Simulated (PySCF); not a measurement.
SrCl₂, SMILES [Sr]([Cl])[Cl]. Coordinates come from a B3LYP-D3(BJ)/def2-TZVP optimisation. The isomer is the one that the SMILES or the coordinates give; other isomers of the formula were not compared. The def2 effective core potentials stand for the cores of Sr; spin–orbit coupling is left out.

Computed equilibrium geometry at B3LYP-D3(BJ)/def2-TZVP (PySCF confirms it by a frequency run) as a Z-matrix, and its point group:
point group C2v.
```
Sr
Cl 1 2.6211
Cl 1 2.6211 2 143.88
```
Charge 0, spin multiplicity 1.
